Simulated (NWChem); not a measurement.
# Relativistic effects in F₄Sn

```xyz
5

F      0.0000    -1.5745     1.1134
Sn     0.0000     0.0000     0.0000
F      0.0000     1.5745     1.1134
F      1.5745     0.0000    -1.1134
F     -1.5745     0.0000    -1.1134
```
Charge 0, spin multiplicity 1.

Everything below was run with NWChem. The geometry was optimised at PBE/def2-SVP with def2 effective core potentials on Sn, a minimum by its harmonic frequencies.

Functional PBE, all-electron basis x2c-SVPall-2c, contracted for the X2C Hamiltonian and used here with ZORA. The ion keeps the geometry and has multiplicity 2 in the scalar run; the spin-orbit run starts from the same electron counts.

The cost column gives rough processor time relative to scalar ZORA; each entry includes its own SCF.

The structure started from a generated list of species. The stability of the SCF solutions was not checked.

```tsv
Hamiltonian	ΔSCF ionisation energy (eV)	HOMO (eV)	LUMO (eV)	gap (eV)	relative cost
scalar ZORA	13.23	-9.68	-4.80	4.88	1
spin-orbit ZORA	13.23	-9.67	-4.79	4.87	under 3
```

From scalar ZORA to spin-orbit ZORA the ionisation energy is nearly the same.
